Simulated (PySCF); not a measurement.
Two species compared at the same levels of theory.

First species: C4H10Si.
Geometry (GFN2-xTB, Å), atoms numbered from 1 in this order:
```
atom  x, y, z in Å
C1    -2.2948   -0.3149   -0.2772
C2    -1.1743    0.6149    0.1777
Si3    0.4183   -0.3192    0.6082
C4     1.7849   -0.4792   -0.6779
C5     2.0785    0.5494    0.4295
H6    -3.1988    0.2488   -0.5035
H7    -2.5333   -1.0380    0.5001
H8    -2.0026   -0.8629   -1.1701
H9    -1.5168    1.1793    1.0470
H10   -0.9728    1.3454   -0.6072
H11    0.2913   -1.3711    1.6082
H12    2.4266   -1.3482   -0.6863
H13    1.6602   -0.0759   -1.6734
H14    2.8947    0.2984    1.0909
H15    2.1345    1.5812    0.1123
```

Second species: C5H7N3O2.
InChI=1S/C5H7N3O2/c1-8-3-4(6-7-8)5(9)10-2/h3H,1-2H3

Levels: PBE0/pcSseg-1 for dipole moment, HOMO energy, LUMO energy and HOMO–LUMO gap; GFN2-xTB for rotational constant A and rotational constant C. Geometries: GFN2-xTB. Each structure is a single optimised conformer of the isolated species, non-relativistic unless stated; the electronic structure was computed with PySCF and density fitting.

Dipoles, sizes and rotational constants follow the conformer. The torsions of the flexible species, by atom-mapped SMILES:
- `[CH3:1][CH2:2][SiH:3]1[CH2:4][CH2:5]1`: C1–C2–Si3–C4 96°
- `[CH3:1][O:2][C:3](=[O:4])[c:5]1[cH:6][n:7]([CH3:8])[n:9][n:10]1`: C1–O2–C3–O4 0°, O2–C3–C5–C6 180°

Values for the first species:

```
Dipole moment         : 0.81 D
HOMO energy           : -6.61 eV
LUMO energy           : 0.82 eV
HOMO–LUMO gap         : 7.43 eV
Rotational constant A : 9.374 GHz
Rotational constant C : 2.025 GHz
```

Task: Estimate the same properties for the second species, and the change in each.

Result: 
```json
{"property": "dipole moment", "first": "0.81 D", "second": "3.26 D", "second less first": "+2.45 D"}
{"property": "HOMO energy", "first": "-6.61 eV", "second": "-7.85 eV", "second less first": "-1.24 eV"}
{"property": "LUMO energy", "first": "0.82 eV", "second": "-0.92 eV", "second less first": "-1.74 eV"}
{"property": "HOMO–LUMO gap", "first": "7.43 eV", "second": "6.93 eV", "second less first": "-0.50 eV"}
{"property": "rotational constant A", "first": "9.374 GHz", "second": "4.462 GHz", "second less first": "-4.912 GHz"}
{"property": "rotational constant C", "first": "2.025 GHz", "second": "0.637 GHz", "second less first": "-1.388 GHz"}
```

On the first: The dipole equals about 2.7 × 10⁻³⁰ C·m (1 D = 3.33564 × 10⁻³⁰ C·m).

On the second: In atomic units the dipole is 1.28 e·bohr (1 au = 2.5417 D).
